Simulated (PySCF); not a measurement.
CH5AlOSe.

```xyz
9

Al     1.0594     0.5420     0.0000
H      2.6436     0.4912     0.0000
O      0.3235     2.0848     0.0000
C     -0.9658     2.6344     0.0000
H     -1.7735     1.8646     0.0000
H     -1.1159     3.2770     0.8966
H     -1.1159     3.2770    -0.8966
Se    -0.2976    -1.3595     0.0000
H      0.9156    -2.2176     0.0000
```
Charge 0, spin multiplicity 1.

Geometry optimised at PBE-D3(BJ)/def2-SVP. The values are those of a single conformer.

The numbers are results of PBE/pcSseg-1 (PySCF), not measurements. Non-relativistic, no solvent.

Computed absolute GIAO shielding of each atom: isotropic value and principal components (ppm):
```csv
atom,σ(iso),σ11,σ22,σ33,span
Al1,372.6,330.8,358.7,428.2,97.4
H2,26.3,22.0,24.0,32.9,10.9
O3,240.9,107.3,285.5,329.9,222.6
C4,120.6,89.4,97.1,175.3,85.9
H5,26.8,22.2,26.1,32.1,10.0
H6,26.9,23.1,24.3,33.2,10.1
H7,26.9,23.1,24.3,33.2,10.1
Se8,2040.2,1976.6,2010.7,2133.3,156.7
H9,30.8,22.8,25.4,44.2,21.4
```
